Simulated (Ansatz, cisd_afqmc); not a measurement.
System: Tl, charge 0, doublet.

Total energies in def2-SVP, 3 correlated electrons, 9 frozen orbitals. Open shells are spin-unrestricted; no spin-orbit coupling. Correlated methods leave the cores frozen (noble-gas shells, and filled d and f shells in the p block). Past Kr the def2 sets carry scalar-relativistic core potentials. AFQMC/CISD: phaseless, guided by CISD from CCSD amplitudes; bars are statistical, one sigma. Outlying blocks are dropped, and bars are widened where a walk drifts. Over all cases where full CI ran beside it in this data, AFQMC minus full CI had a median of +0.1 mEh and passed +0.4 mEh in a tenth of the cases. Spin-orbit terms, left out, reach several kcal/mol for Br and I, and more for heavier atoms.

```json
[
 {"method": "HF", "program": "Ansatz", "energy (Eh)": "-171.51340", "minus CCSDT (mEh)": "31.73"},
 {"method": "MP2", "program": "Ansatz", "energy (Eh)": "-171.53496", "minus CCSDT (mEh)": "10.18"},
 {"method": "CCSD", "program": "Ansatz", "energy (Eh)": "-171.54478", "minus CCSDT (mEh)": "0.36"},
 {"method": "CCSD(T)", "program": "Ansatz", "energy (Eh)": "-171.54502", "minus CCSDT (mEh)": "0.11"},
 {"method": "CCSDT", "program": "Ansatz", "energy (Eh)": "-171.54513", "minus CCSDT (mEh)": "0.00"},
 {"method": "AFQMC/CISD", "program": "cisd_afqmc", "energy (Eh)": "-171.5451 ± 0.0001", "minus CCSDT (mEh)": "0.0 ± 0.1"}
]
```

Ansatz is a program for electronic structure.
